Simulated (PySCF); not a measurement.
H2O2S2, SMILES S(O)SO. Geometry optimised at B3LYP-D3(BJ)/def2-SVP. One conformer was computed; it need not be the lowest.

Level of theory: B3LYP-D3(BJ)/def2-SVP (PySCF 2.14.0).

Harmonic wavenumbers (cm⁻¹): 148, 248, 286, 383, 408, 506, 714, 737, 1137, 1162, 3762, 3765. Rotational constants (GHz): 10.26, 2.691, 2.480; symmetry number 2.

Task: Work out the zero-point energy and the ideal-gas rigid-rotor harmonic-oscillator thermochemistry at 298.15 K and 1 atm.

Result: ZPE = ½ Σ hcν = ½ × 13256 cm⁻¹ = 79.29 kJ/mol. H − E(el) = 96.21 kJ/mol. Entropy in J/(mol K): translation 165.95, rotation 102.83, vibration 38.50, total 307.27. G − E(el) = 4.59 kJ/mol. Cp = 81.84 J/(mol K). Modes under 150 cm⁻¹ make the vibrational entropy uncertain.
